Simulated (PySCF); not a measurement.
**C5H6FN: full NMR table**

| Quantity | Value |
| --- | --- |
| Formula | C5H6FN |
| SMILES | C/C(F)=C/CC#N |
| InChI | InChI=1S/C5H6FN/c1-5(6)3-2-4-7/h3H,2H2,1H3/b5-3- |
| Point group of the computed structure | C1 |
| Degrees of unsaturation | 3 |
| Carbon signals | 5 |
| Proton signals | 3 |

Atom-mapped SMILES (the numbers label the heavy atoms): `[CH3:1]/[C:2]([F:3])=[CH:4]/[CH2:5][C:6]#[N:7]` (H(Xn): hydrogen on atom n).

Method: GFN2-xTB structure, NMR shieldings at PBE0/pcSseg-1/GIAO, in PySCF (equivalent nuclei averaged, no solvent model, no relativistic terms, single conformer).

References, each an isolated molecule treated in the same way: TMS for $^{1}$H (σref 31.72) and $^{13}$C (σref 186.93); $^{19}$F (σref 170.95) against CFCl3; NH3 for $^{15}$N (σref 267.73).

```tsv
carbon	δC, type	δH (multiplicity)	HMBC from (2–3 bonds)	span of the C tensor (ppm)
C1	21.1, CH3	2.11 (m)	H(C4)	39
C2	170.8, C	–	H(C4), H(C5), H(C1)	152
C4	104.0, CH	4.73 (m)	H(C5), H(C1)	155
C5	14.2, CH2	3.12 (d)	H(C4)	29
C6	121.8, C	–	H(C4), H(C5)	345
```

Other nuclei:
| atoms | nucleus | environment | δ (ppm) | σ (ppm) |
| --- | --- | --- | --- | --- |
| F3 | $^{19}$F | vinylic fluorine | -99.8 | 270.7 |
| N7 | $^{15}$N | nitrile nitrogen | 297.8 | -30.0 |

- Carbon types of the structure: 2 × C, 1 × CH, 1 × CH2, 1 × CH3, which accounts for all hydrogens.
- δC 170.8: fully substituted alkene carbon.
- δC 121.8: nitrile carbon; C≡N carbons fall here, among the sp2 signals but without a proton.
- δC 104.0: alkene CH; as expected for a trigonal carbon in a double bond.
- δH 3.12: hydrogen on an allylic sp3 CH2; allylic position.
- δH 2.11: hydrogen on an allylic methyl carbon; allylic position.

Splittings by $^{19}$F in the carbon and heteronuclear signals aren't shown, as no couplings were computed. Shifts are as computed. Against solution values, carbons near 30 ppm lie about +3 ppm off and those near 130 ppm about +5 ppm. Of 1211 compounds with measured shifts, 218 miss one by over three times the rms of a fit or turn the order of signals round; such compounds aren't used in these exercises. Unscaled 19F shifts against computed CFCl3 carry errors that often reach 10 to 50 ppm. Experimental scales use liquid or dissolved standards, which lie at an offset from isolated NH3 (liquid NH3: subtract about 20 ppm). Unscaled 15N shifts of sp2 nitrogen come out 20 to 40 ppm too high even then. No couplings were computed; multiplicities are counted from neighbouring protons, with m where these are inequivalent, close in shift, in a saturated or five-membered ring or joined by F or P, and br s for small geminal =CH2 splittings.
